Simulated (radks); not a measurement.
Results of a calculation; reference values are marked as such.
Question: All-electron atom: Zn7+ in [Ar] 3d5. Level of theory: Dirac Kohn-Sham, BLYP, spin-unpolarised, spherical densities, finite nucleus; open shells fill j = l - 1/2 first; Fermi nuclear charge, rms radius 3.9283 fm (a radial shooting solver on a logarithmic mesh with Libxc functionals). Some entries of the table are withheld. Estimate them.

orbital,occ.,eigenvalue (eV),<r^2> (bohr^2)
1s1/2,2,-9685.804,0.003405
2s1/2,2,-1321.545,0.06024
2p1/2,2,-1183.361,(1)
2p3/2,4,-1159.487,(2)
3s1/2,2,(3),(4)
3p1/2,2,-233.3738,0.5042
3p3/2,4,-229.8361,0.5165
3d3/2,4,(5),(6)
3d5/2,1,(7),(8)

Answer: 
(1) 2p1/2 <r^2> (bohr^2): 0.04711
(2) 2p3/2 <r^2> (bohr^2): 0.04863
(3) 3s1/2 eigenvalue (eV): -277.9948
(4) 3s1/2 <r^2> (bohr^2): 0.4844
(5) 3d3/2 eigenvalue (eV): -155.0380
(6) 3d3/2 <r^2> (bohr^2): 0.5476
(7) 3d5/2 eigenvalue (eV): -154.4953
(8) 3d5/2 <r^2> (bohr^2): 0.5516
